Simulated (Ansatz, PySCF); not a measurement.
W(O)(S)(OH)(NH2) (H₃NO₂SW), SMILES [NH2][W](=[O])([OH])=[S], multiplicity 1. Atoms are numbered in the order given.

```xyz
8

W     -0.0093     0.1604     0.0235
O      1.1216     1.0733     0.9293
S      0.6143    -1.8938    -0.1987
O     -0.2315     0.9730    -1.6760
H     -0.3058     0.5248    -2.5289
N     -1.6720     0.1755     1.0270
H     -1.8852     0.8730     1.7379
H     -2.3670    -0.5682     1.0183
```
Charge 0, spin multiplicity 1.

Geometry optimised at B3LYP-D3(BJ)/def2-SVP. The spin state was assumed, not searched. The structure was generated by enumeration; whether it is a known compound was not checked. The def2 effective core potentials stand for the cores of W; spin–orbit coupling is left out. One conformer was computed; it need not be the lowest.

Vertical ionisation energy (IE) and electron affinity (EA) in eV. Rows of orbital energies are one-electron estimates. Where ΔSCF, EOM or ADC give a negative EA the extra electron is unbound and the value depends on the basis.

```
level                                                                  IE    EA
-------------------------------------------------------------------  ----  ----
−ε(HOMO), −ε(LUMO), CAM-B3LYP/def2-TZVP (PySCF)                         …     …
−ε(HOMO), −ε(LUMO), PBE/def2-TZVP (PySCF)                            6.28  3.01
ΔSCF, PBE0/def2-SVPD (Ansatz), final states of multiplicity 2 and 2  9.60  0.69
ΔSCF, PBE/def2-SVPD (Ansatz), final states of multiplicity 2 and 2   9.39  0.43
```

Some entries are withheld; supply them. (An estimate is asked for; the answer gives what the named calculation found.)


- −ε(HOMO), −ε(LUMO), CAM-B3LYP/def2-TZVP (PySCF), IE: 8.79
- −ε(HOMO), −ε(LUMO), CAM-B3LYP/def2-TZVP (PySCF), EA: 1.25

What vertical singlet–triplet gap does ΔSCF give with PBE0/def2-SVPD (Ansatz, an electronic-structure program) and with PBE/def2-SVPD (Ansatz)? (An estimate is asked for; the answer gives what the named calculation found.)

3.06 and 3.25 eV (triplet above singlet where positive).
